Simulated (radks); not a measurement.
All-electron atom: Ge V in [Ne] 3s1 3p6 3d10 4s1 (not the ground configuration). Method: scalar-relativistic Kohn-Sham, BLYP, spin-polarised, spherical densities, finite nucleus; open shells are filled with parallel spins first; Fermi nuclear charge, rms radius 4.0742 fm; computed with a radial shooting solver on a logarithmic mesh with Libxc functionals.

Normalised radial functions P(r) = r R(r), r in bohr:

r         3s down    3p up    4s up
0.005056   0.2004   0.0099   0.0740
0.006531   0.2443   0.0158   0.0902
0.008437   0.2932   0.0251   0.1082
0.01099    0.3461   0.0403   0.1277
0.01419    0.3944   0.0631   0.1455
0.01848    0.4321   0.0988   0.1593
0.02387    0.4435   0.1498   0.1634
0.03083    0.4127   0.2217   0.1518
0.04015    0.3164   0.3211   0.1158
0.05186    0.1449   0.4403   0.0520
0.06753   -0.1116   0.5739  -0.0432
0.08724   -0.4044   0.6842  -0.1512
0.1127    -0.6626   0.7254  -0.2447
0.1467    -0.7683   0.6282  -0.2783
0.1895    -0.5954   0.3442  -0.2043
0.2448    -0.1137  -0.1248  -0.0140
0.3188     0.5809  -0.7013   0.2445
0.4118     1.1756  -1.1663   0.4281
0.5363     1.4245  -1.3574   0.4045
0.6927     1.2409  -1.2081   0.1267
0.8948     0.8126  -0.8449  -0.3075
1.165      0.3833  -0.4474  -0.7155
1.505      0.1300  -0.1789  -0.8838
1.944      0.0288  -0.0496  -0.7639
2.532      0.0035  -0.0081  -0.4569
3.27       0.0002  -0.0008  -0.1860
4.258      0.0000  0.0000  -0.0447
5.501      0.0000  0.0000  -0.0061

3s down (empty): eigenvalue -228.06 eV, 2 radial nodes at r = 0.0607, 0.256 bohr, <r> = 0.619 bohr, 90 % of the charge inside 0.924 bohr. 3p up: eigenvalue -177.01 eV, 1 radial node at r = 0.230 bohr, <r> = 0.637 bohr, 90 % of the charge inside 0.975 bohr. 4s up: eigenvalue -56.775 eV, 3 radial nodes at r = 0.0604, 0.249, 0.750 bohr, <r> = 1.71 bohr, 90 % of the charge inside 2.47 bohr.
